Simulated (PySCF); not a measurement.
A structure optimised at PBE-D3(BJ)/def2-SVP, used in a PySCF frequency run:

```xyz
11

Si     0.0861     2.4003     0.0000
C     -0.0233     0.5182     0.0000
C      1.0501    -0.3614     0.0000
S      0.4945    -1.9997     0.0000
C     -1.1531    -1.3966     0.0000
N     -1.2656    -0.0951     0.0000
H      1.5393     2.7900     0.0000
H     -0.5807     2.9664    -1.2222
H     -0.5807     2.9664     1.2222
H      2.1225    -0.1301     0.0000
H     -2.0011    -2.0981     0.0000
```

Q: Write its SMILES, formula and point group.

A: [SiH3]c1cscn1, C₃H₅NSSi, Cs

Q: What are its rotational constants (standard atomic weights)?

A: 6.8040, 1.4393, 1.2050 GHz
